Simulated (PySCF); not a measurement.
Orbital energies and ionisation energy

Compound: C₆H₁₀O₂S.
Cartesian coordinates in Å at the PBE0-D3(BJ)/def2-SVP level; atoms count from 1:
```
atom  x, y, z in Å
C1     2.159    0.473   -0.931
C2     1.200   -0.696   -0.771
C3     0.017   -0.387    0.127
C4    -0.937   -1.544    0.417
C5    -2.340   -1.006    0.482
C6    -2.538    0.221    0.003
S7    -1.032    0.915   -0.622
O8    -1.015    0.783   -2.080
O9    -0.756    2.212   -0.010
H10    2.596    0.770    0.035
H11    1.645    1.351   -1.350
H12    2.983    0.213   -1.611
H13    0.807   -1.000   -1.756
H14    1.724   -1.572   -0.352
H15    0.339    0.086    1.069
H16   -0.879   -2.306   -0.382
H17   -0.664   -2.055    1.353
H18   -3.152   -1.624    0.876
H19   -3.470    0.781   -0.086
```

Level: PBE0/def2-SVPD (PySCF). Frontier orbitals with their largest atomic shares (Löwdin; up to four atoms above 4 %):

| orbital | ε (eV) | main atoms |
| --- | --- | --- |
| HOMO−3 | -9.34 | O9 38 %, O8 32 %, S7 14 %, C6 4 % |
| HOMO−2 | -8.93 | O8 39 %, O9 33 %, S7 7 %, C6 5 % |
| HOMO−1 | -8.16 | O8 29 %, O9 21 %, C6 12 %, C3 9 % |
| HOMO | -8.06 | ? |
| LUMO | -1.00 | C5 36 %, C6 31 %, C4 6 %, S7 5 % |
| LUMO+1 | 0.38 | H17 16 %, C4 14 %, C5 14 %, S7 11 % |
| LUMO+2 | 0.70 | S7 18 %, C1 10 %, C2 8 %, H14 7 % |

Question: What vertical ionisation energy does ΔSCF give, and how far is −ε(HOMO) from it?

Answer: ΔSCF: 9.89 eV (954 kJ/mol; threshold wavelength 125 nm); ⟨S²⟩ of the doublet left behind is 0.759, against 0.75 for a pure doublet. −ε(HOMO) is 8.06 eV, 1.83 eV below it. For the exact functional −ε(HOMO) would equal the first vertical ionisation energy; PBE0 (global hybrid, 25 % exact exchange) falls short of its own ΔSCF value by 19 %.

Question: On which atoms does the HOMO lie?

Answer: O9 (sulfonyl oxygen) 27 %, C6 (alkene CH carbon) 18 %, O8 (sulfonyl oxygen) 17 %, C5 (alkene CH carbon) 14 %, so no atom holds as much as 40 %. The HOMO−1 lies 0.10 eV lower.

Question: What total energies stand behind the ΔSCF value?

Answer: E(N) = -782.27060 Eh and E(N − 1) = -781.90720 Eh at the same geometry, 0.36340 Eh apart.

Question: Shift the occupied levels rigidly so that −ε(HOMO) equals the ΔSCF value. What binding energies result?

Answer: The shift is +1.83 eV: HOMO 9.89, HOMO−1 9.99, HOMO−2 10.76, HOMO−3 11.17 eV. A rigid shift is only a rough guide to the deeper ionisations.

Question: With α = 93.4 au, estimate the like-pair dispersion coefficient by London's formula C6 = (3/4)α²I.

Answer: I = 0.3634 Eh, so C6 ≈ 2380 au, a rough estimate.

Question: What kinetic energy would electrons from this vertical process carry with 118.2 nm light (10.49 eV)?

Answer: 10.49 − 9.89 = 0.60 eV.

The structure is a single PBE0-D3(BJ)/def2-SVP conformer in the gas phase; no vibrational or solvent corrections.

The run behind these numbers computed excited states and ΔSCF ions as well. Time: 8.9 min. Hardware: one thread, Arm Neoverse V2, on a shared host.
